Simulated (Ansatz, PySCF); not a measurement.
System: C₃H₅O, net charge 0, doublet state. It need not be the lowest isomer of its formula. 
Structure (B3LYP-D3(BJ)/def2-TZVP (Ansatz, a program for electronic structure) minimum search):
SMILES: C=C[CH]O
```xyz
9

C      1.7807    -0.1390    -0.6135
C      0.6338    -0.2487     0.1444
C     -0.5990     0.2673    -0.1952
O     -1.7224     0.1528     0.5601
H      1.7803     0.3819    -1.5620
H      2.7122    -0.5709    -0.2804
H      0.6974    -0.7851     1.0904
H     -0.7789     0.8168    -1.1085
H     -1.5254    -0.3421     1.3655
```
Charge 0, spin multiplicity 2.

Dipole moments at this geometry, in debye (magnitudes).

| level | program | dipole (D) |
|---|---|---|
| revPBE/def2-TZVPD | Ansatz | 1.04 |
| TPSSh/def2-TZVPD | PySCF | 1.03 |
| M06-2X/def2-TZVPD | PySCF | 1.03 |
| HSE06/def2-TZVPD | Ansatz | 1.04 |
| CAM-B3LYP/def2-TZVPD | PySCF | 1.06 |
| CCSD(T)/aug-cc-pVDZ | Ansatz | [?] |

Q: Fill in the missing entries.

A: 
- CCSD(T)/aug-cc-pVDZ, dipole (D): 1.05
